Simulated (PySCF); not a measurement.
## Molecular orbitals of PbO

PBE0 at R = 1.934 Å; Pb cc-pVDZ-PP with ECP60, O cc-pVDZ; scalar-relativistic core potentials (PySCF 2.14). State: ¹Σ⁺ (singlet), closed shell. Only the outer orbitals are listed, counted within each symmetry, core potentials removing the inner ones.

| orbital | occ. | ε (eV) | on Pb (%) | main shells (%) |
| --- | --- | --- | --- | --- |
| 5σ | 2 | -21.94 | 59 | 53 Pb d, 41 O s |
| 6σ | 2 | -13.09 | 82 | 80 Pb s, 11 O p |
| 3π | 2 | -7.18 | 23 | 77 O p, 21 Pb p |
| 3π | 2 | -7.18 | 23 | 77 O p, 21 Pb p |
| 7σ | 2 | -7.15 | 35 | 63 O p, 24 Pb p, 10 Pb s |
| 4π | 0 | -2.02 | 81 | 79 Pb p, 19 O p |
| 4π | 0 | -2.02 | 81 | 79 Pb p, 19 O p |
| 8σ | 0 | 0.86 | 91 | 80 Pb p, 11 O p |

Which are the highest filled and the lowest empty level, where do they sit, and how wide is the gap?

Highest filled 7σ at -7.15 eV (in %: 63 O p, 24 Pb p, 10 Pb s); lowest empty 4π at -2.02 eV (in %: 79 Pb p, 19 O p); the gap at PBE0 is 5.13 eV.

```
bond order (Mayer)                              : 2.16
⟨S²⟩                                            : 0.000
charge on Pb (Mulliken, basis-dependent)        : 0.58
charge on Pb (Löwdin, basis-dependent)          : 0.61
dipole moment (positive dipole means Pb(−)O(+)) : -4.29 D
polarisability along the bond                   : 43.3 bohr³
polarisability across the bond                  : 26.3 bohr³
```

Spin–orbit coupling is left out, which matters for elements this heavy, above all for dissociation energies.
